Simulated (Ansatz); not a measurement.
Ansatz (a first-principles code) input file for Ti(F)3(NH2) (F₃H₂NTi), SMILES [F][Ti]([F])([NH2])[F], multiplicity 1, PBE-D3(BJ)/def2-SVP. 

Ansatz 0.2 input:
```yaml
crystal:
  periodic: [false, false, false]
  atoms:
    - {symbol: Ti, position_ang: [0.02869183, 0.07099151, -0.00393801]}
    - {symbol: F, position_ang: [1.70401667, -0.07304522, -0.32069538]}
    - {symbol: F, position_ang: [-0.33943621, 0.88549573, 1.45375443]}
    - {symbol: F, position_ang: [-0.78218681, 0.76302709, -1.34454602]}
    - {symbol: N, position_ang: [-0.60419801, -1.62759835, 0.20786254]}
    - {symbol: H, position_ang: [-0.34230033, -2.43366532, -0.36025692]}
    - {symbol: H, position_ang: [-1.30107651, -1.91425780, 0.89523781]}
basis:
  gaussian:
    orbitals: def2-SVP
hamiltonian:
  xc: pbe
  dispersion: d3bj
relax: {f_tol: 0.002, max_steps: 200}
```

Program output:

```
[...]
relax step   8: F+E_penalty+E_count = -32770.03351173 eV  Δ(F+E_penalty+E_count) = -4.758e-5 eV  max|allowed force component| = 5.926e-3 eV/Å  Δτ_max = 0.0230 Å  (31 SCF iters, accepted)
these checks for a lower state are left out or cut short: starts, cluster_reference, orbital_swaps, neighbouring_geometries, increment
integrals: 0.05 GiB planned
1112 factors; their error is unknown
mean field: 0.25 GiB planned
mean field -32769.92132076 eV, -1204.2723962873 hartree, gradient 6.1e-6 eV, S^2 0.000000; 0 other end points of the search recorded, 0 dependent functions left out
the calculation of the forces begins
reference -32769.92142177 eV, -1204.2723999996 hartree; 29, 29 occupied and 68, 68 virtual orbitals, 1112 factors
relax step   9: F+E_penalty+E_count = -32770.03313116 eV  Δ(F+E_penalty+E_count) = +3.806e-4 eV  max|allowed force component| = 1.166e-1 eV/Å  Δτ_max = 0.0706 Å  (31 SCF iters, rejected (line search))
these checks for a lower state are left out or cut short: starts, cluster_reference, orbital_swaps, neighbouring_geometries, increment
integrals: 0.05 GiB planned
1112 factors; their error is unknown
mean field: 0.25 GiB planned
mean field -32769.92147423 eV, -1204.2724019273 hartree, gradient 1.7e-5 eV, S^2 0.000000; 0 other end points of the search recorded, 0 dependent functions left out
the calculation of the forces begins
reference -32769.92157526 eV, -1204.2724056403 hartree; 29, 29 occupied and 68, 68 virtual orbitals, 1112 factors
relax step  10: F+E_penalty+E_count = -32770.03326025 eV  Δ(F+E_penalty+E_count) = +2.515e-4 eV  max|allowed force component| = 1.016e-1 eV/Å  Δτ_max = 0.0051 Å  (33 SCF iters, rejected (line search))
these checks for a lower state are left out or cut short: starts, cluster_reference, orbital_swaps, neighbouring_geometries, increment
integrals: 0.05 GiB planned
1112 factors; their error is unknown
mean field: 0.25 GiB planned
mean field -32769.92170301 eV, -1204.2724103349 hartree, gradient 9.6e-6 eV, S^2 0.000000; 0 other end points of the search recorded, 0 dependent functions left out
the calculation of the forces begins
reference -32769.92180407 eV, -1204.2724140487 hartree; 29, 29 occupied and 68, 68 virtual orbitals, 1112 factors
relax step  11: F+E_penalty+E_count = -32770.03351843 eV  Δ(F+E_penalty+E_count) = -6.706e-6 eV  max|allowed force component| = 3.570e-3 eV/Å  Δτ_max = 0.0025 Å  (25 SCF iters, accepted)
these checks for a lower state are left out or cut short: starts, cluster_reference, orbital_swaps, neighbouring_geometries, increment
integrals: 0.05 GiB planned
1112 factors; their error is unknown
mean field: 0.25 GiB planned
mean field -32769.92174984 eV, -1204.2724120559 hartree, gradient 1.5e-5 eV, S^2 0.000000; 0 other end points of the search recorded, 0 dependent functions left out
the calculation of the forces begins
reference -32769.92185089 eV, -1204.2724157695 hartree; 29, 29 occupied and 68, 68 virtual orbitals, 1112 factors
relax step  12: F+E_penalty+E_count = -32770.03356335 eV  Δ(F+E_penalty+E_count) = -4.492e-5 eV  max|allowed force component| = 7.178e-3 eV/Å  Δτ_max = 0.0273 Å  (31 SCF iters, accepted)
these checks for a lower state are left out or cut short: starts, cluster_reference, orbital_swaps, neighbouring_geometries, increment
integrals: 0.05 GiB planned
1112 factors; their error is unknown
mean field: 0.25 GiB planned
mean field evaluation 96: about -32769.9216 eV, gradient 1.4e-1 eV
mean field -32769.92161135 eV, -1204.2724069663 hartree, gradient 1.9e-5 eV, S^2 0.000000; 0 other end points of the search recorded, 0 dependent functions left out
the calculation of the forces begins
reference -32769.92171237 eV, -1204.2724106788 hartree; 29, 29 occupied and 68, 68 virtual orbitals, 1112 factors
relax step  13: F+E_penalty+E_count = -32770.03341718 eV  Δ(F+E_penalty+E_count) = +1.462e-4 eV  max|allowed force component| = 7.696e-2 eV/Å  Δτ_max = 0.0566 Å  (30 SCF iters, rejected (line search))
these checks for a lower state are left out or cut short: starts, cluster_reference, orbital_swaps, neighbouring_geometries, increment
integrals: 0.05 GiB planned
1112 factors; their error is unknown
mean field: 0.25 GiB planned
mean field -32769.91753168 eV, -1204.2722570415 hartree, gradient 1.5e-5 eV, S^2 0.000000; 0 other end points of the search recorded, 0 dependent functions left out
the calculation of the forces begins
reference -32769.91763285 eV, -1204.2722607592 hartree; 29, 29 occupied and 68, 68 virtual orbitals, 1112 factors
relax step  14: F+E_penalty+E_count = -32770.02943334 eV  Δ(F+E_penalty+E_count) = +4.130e-3 eV  max|allowed force component| = 3.984e-1 eV/Å  Δτ_max = 0.0164 Å  (31 SCF iters, rejected (line search))
these checks for a lower state are left out or cut short: starts, cluster_reference, orbital_swaps, neighbouring_geometries, increment
integrals: 0.05 GiB planned
1112 factors; their error is unknown
mean field: 0.25 GiB planned
mean field -32769.92176144 eV, -1204.2724124823 hartree, gradient 1.7e-5 eV, S^2 0.000000; 0 other end points of the search recorded, 0 dependent functions left out
the calculation of the forces begins
reference -32769.92186250 eV, -1204.2724161960 hartree; 29, 29 occupied and 68, 68 virtual orbitals, 1112 factors
relax step  15: F+E_penalty+E_count = -32770.03357650 eV  Δ(F+E_penalty+E_count) = -1.315e-5 eV  max|allowed force component| = 8.132e-4 eV/Å  Δτ_max = 0.0065 Å  (32 SCF iters, accepted)
these checks for a lower state are left out or cut short: starts, cluster_reference, orbital_swaps, neighbouring_geometries, increment
integrals: 0.05 GiB planned
1112 factors; their error is unknown
mean field: 0.25 GiB planned
mean field -32769.92178862 eV, -1204.2724134812 hartree, gradient 1.5e-5 eV, S^2 0.000000; 0 other end points of the search recorded, 0 dependent functions left out
the calculation of the forces begins
reference -32769.92188968 eV, -1204.2724171947 hartree; 29, 29 occupied and 68, 68 virtual orbitals, 1112 factors
relax step  16: F+E_penalty+E_count = -32770.03360395 eV  Δ(F+E_penalty+E_count) = -2.745e-5 eV  max|allowed force component| = 8.687e-3 eV/Å  Δτ_max = 0.0280 Å  (31 SCF iters, accepted)
these checks for a lower state are left out or cut short: starts, cluster_reference, orbital_swaps, neighbouring_geometries, increment
integrals: 0.05 GiB planned
1112 factors; their error is unknown
mean field: 0.25 GiB planned
mean field evaluation 128: about -32769.9218 eV, gradient 1.7e-5 eV
mean field -32769.92179610 eV, -1204.2724137558 hartree, gradient 1.7e-5 eV, S^2 0.000000; 0 other end points of the search recorded, 0 dependent functions left out
the calculation of the forces begins
reference -32769.92189714 eV, -1204.2724174691 hartree; 29, 29 occupied and 68, 68 virtual orbitals, 1112 factors
relax step  17: F+E_penalty+E_count = -32770.03361117 eV  Δ(F+E_penalty+E_count) = -7.222e-6 eV  max|allowed force component| = 1.552e-2 eV/Å  Δτ_max = 0.0192 Å  (31 SCF iters, accepted)
these checks for a lower state are left out or cut short: starts, cluster_reference, orbital_swaps, neighbouring_geometries, increment
integrals: 0.05 GiB planned
1112 factors; their error is unknown
mean field: 0.25 GiB planned
mean field -32769.92180244 eV, -1204.2724139888 hartree, gradient 2.3e-5 eV, S^2 0.000000; 0 other end points of the search recorded, 0 dependent functions left out
the calculation of the forces begins
reference -32769.92190348 eV, -1204.2724177022 hartree; 29, 29 occupied and 68, 68 virtual orbitals, 1112 factors
relax step  18: F+E_penalty+E_count = -32770.03361881 eV  Δ(F+E_penalty+E_count) = -7.641e-6 eV  max|allowed force component| = 7.864e-3 eV/Å  Δτ_max = 0.0005 Å  (23 SCF iters, accepted)
these checks for a lower state are left out or cut short: starts, cluster_reference, orbital_swaps, neighbouring_geometries, increment
integrals: 0.05 GiB planned
1112 factors; their error is unknown
mean field: 0.25 GiB planned
mean field -32769.92180758 eV, -1204.2724141777 hartree, gradient 2.0e-5 eV, S^2 0.000000; 0 other end points of the search recorded, 0 dependent functions left out
the calculation of the forces begins
reference -32769.92190863 eV, -1204.2724178912 hartree; 29, 29 occupied and 68, 68 virtual orbitals, 1112 factors
relax step  19: F+E_penalty+E_count = -32770.03362380 eV  Δ(F+E_penalty+E_count) = -4.993e-6 eV  max|allowed force component| = 8.403e-4 eV/Å  Δτ_max = 0.0023 Å  (24 SCF iters, accepted)
these checks for a lower state are left out or cut short: starts, cluster_reference, orbital_swaps, neighbouring_geometries, increment
integrals: 0.05 GiB planned
1112 factors; their error is unknown
mean field: 0.25 GiB planned
mean field -32769.92181089 eV, -1204.2724142994 hartree, gradient 1.7e-5 eV, S^2 0.000000; 0 other end points of the search recorded, 0 dependent functions left out
the calculation of the forces begins
reference -32769.92191194 eV, -1204.2724180129 hartree; 29, 29 occupied and 68, 68 virtual orbitals, 1112 factors
relax step  20: F+E_penalty+E_count = -32770.03362690 eV  Δ(F+E_penalty+E_count) = -3.092e-6 eV  max|allowed force component| = 7.275e-4 eV/Å  Δτ_max = 0.0084 Å  (32 SCF iters, accepted)
these checks for a lower state are left out or cut short: starts, cluster_reference, orbital_swaps, neighbouring_geometries, increment
integrals: 0.05 GiB planned
1112 factors; their error is unknown
mean field: 0.25 GiB planned
mean field -32769.92181018 eV, -1204.2724142735 hartree, gradient 1.7e-5 eV, S^2 0.000000; 0 other end points of the search recorded, 0 dependent functions left out
the calculation of the forces begins
reference -32769.92191123 eV, -1204.2724179867 hartree; 29, 29 occupied and 68, 68 virtual orbitals, 1112 factors
relax step  21: F+E_penalty+E_count = -32770.03362723 eV  Δ(F+E_penalty+E_count) = -3.317e-7 eV  max|allowed force component| = 5.699e-3 eV/Å  Δτ_max = 0.0162 Å  (31 SCF iters, accepted)
these checks for a lower state are left out or cut short: starts, cluster_reference, orbital_swaps, neighbouring_geometries, increment
integrals: 0.05 GiB planned
1112 factors; their error is unknown
mean field: 0.25 GiB planned
mean field evaluation 160: about -32769.9218 eV, gradient 2.0e-5 eV
mean field -32769.92181284 eV, -1204.2724143711 hartree, gradient 2.0e-5 eV, S^2 0.000000; 0 other end points of the search recorded, 0 dependent functions left out
the calculation of the forces begins
reference -32769.92191389 eV, -1204.2724180844 hartree; 29, 29 occupied and 68, 68 virtual orbitals, 1112 factors
relax step  22: F+E_penalty+E_count = -32770.03362868 eV  Δ(F+E_penalty+E_count) = -1.457e-6 eV  max|allowed force component| = 1.427e-3 eV/Å  Δτ_max = 0.0046 Å  (25 SCF iters, accepted)
integrals: 0.05 GiB planned
1112 factors; their error is unknown
mean field: 0.25 GiB planned
mean field -32769.92181284 eV, -1204.2724143711 hartree, gradient 2.0e-5 eV, S^2 0.000000; 1 other end points of the search recorded, 0 dependent functions left out
the calculation of the forces begins
reference -32769.92191389 eV, -1204.2724180844 hartree; 29, 29 occupied and 68, 68 virtual orbitals, 1112 factors
Total energy: -32770.03372973 eV, -1204.2765272409 hartree
Atom 0 at     0.033207     0.053404     0.009672 Å, force     0.000536     0.000538    -0.000031 eV/Å
Atom 1 at     1.735765    -0.052676    -0.398525 Å, force    -0.000296    -0.000028     0.000136 eV/Å
Atom 2 at    -0.312272     0.944932     1.480094 Å, force    -0.000006    -0.000042    -0.000108 eV/Å
Atom 3 at    -0.805072     0.843468    -1.325229 Å, force    -0.000107    -0.000284     0.000181 eV/Å
Atom 4 at    -0.613393    -1.680494     0.225880 Å, force    -0.000866    -0.001192     0.000313 eV/Å
Atom 5 at    -0.254029    -2.503437    -0.271086 Å, force    -0.000687     0.000730     0.000661 eV/Å
Atom 6 at    -1.420694    -1.934249     0.806612 Å, force     0.001427     0.000277    -0.001151 eV/Å
Dipole moment:    -0.171767    -0.530303     0.095208 e Å
```

The run converged.

Cost: around 50 core-seconds (rough).
